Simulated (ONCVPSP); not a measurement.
## What one change does to a pseudopotential (nickel, ONCV)

```json
{
  "Element": "Ni",
  "Generator": "ONCVPSP 4.0.1",
  "Type": "optimised norm-conserving Vanderbilt (ONCV)",
  "Functional": "PBE",
  "Relativity": "non-relativistic",
  "Frozen core": "[Ne]",
  "Valence charge": "18",
  "Reference configuration": "3s2 3p6 3d8 4s2",
  "Partial waves": "3s+4s: rc 1.30 bohr, ncon 4, nbas 7, qcut 8.2 1/bohr, 3 projectors, debl 2.3 Ha; 3p: rc 0.90 bohr, ncon 3, nbas 6, qcut 14 1/bohr, 2 projectors, debl 0.8 Ha; 3d: rc 0.75 bohr, ncon 5, nbas 10, qcut 12.2 1/bohr, 2 projectors, debl 1.4 Ha",
  "Local potential": "polynomial inside 0.50 bohr (lpopt 5, dvloc0 1 Ha)",
  "Core correction": "Teter function, fcfact 4, rcfact 1.55"
}
```

In the p channel the program set the typed energies aside and used -2.599, 0.250 Ha.

All-electron outer shells of the reference configuration (PBE, non-relativistic, ld1.x):

```csv
shell,level (eV),outermost node (bohr),outermost maximum (bohr)
2p,-840.49,–,0.17
3s,-108.05,0.30,0.65
3p,-70.71,0.27,0.65
3d,-9.22,–,0.63
4s,-5.52,0.93,2.27
```

Change: d: nbas 9.

Cutoffs: the cutoffs (Ha) at which the residual kinetic energy of the hardest occupied pseudo-wave falls to 1 and 0.1 mHa per electron; they do not see the model core or the augmentation charge, which bear on the density cutoff. Errors are all-electron minus pseudo energies relative to the spin-unpolarised reference configuration.

Task: What does the change do?

Result: The potential gets softer (634 Ha and 704 Ha → 498 Ha and 557 Ha); the errors of the 4 common tests hardly move; neither file shows a bound ghost.

| quantity | base | changed |
| --- | --- | --- |
| cutoff, loose | 634 Ha | 498 Ha |
| cutoff, tight | 704 Ha | 557 Ha |
| loose cutoff by channel | s 23 Ha, p 50 Ha, d 634 Ha | s 23 Ha, p 50 Ha, d 498 Ha |
| bound ghosts | none | none |
| GHOST(+) flags under 300 eV | none | none |
| error for 3s2 3p6 3d8 4s1, meV [ΔE 9.15 eV] | +0.3 | +0.3 |
| error for 3s2 3p6 3d8 4s0, meV [ΔE 26.22 eV] | +1.6 | +1.6 |
| error for 3s2 3p6 3d7 4s0, meV [ΔE 63.94 eV] | -2.4 | -2.5 |
| error for 3s2 3p6 3d8 4s0 4p2, meV [ΔE 9.15 eV] | +0.1 | +0.1 |
| s: phases at 1.32 bohr within 0.05 rad from the reference energy up to (Ha; the scan ends near 5) | to the end of the scan | to the end of the scan |
| p: phases at 0.92 bohr within 0.05 rad from the reference energy up to (Ha; the scan ends near 5) | to the end of the scan | to the end of the scan |
| d: phases at 0.76 bohr within 0.05 rad from the reference energy up to (Ha; the scan ends near 5) | to the end of the scan | to the end of the scan |
| rms error of d²Exc/dni dnj with the model core, mHa | 1.93 | 1.91 |
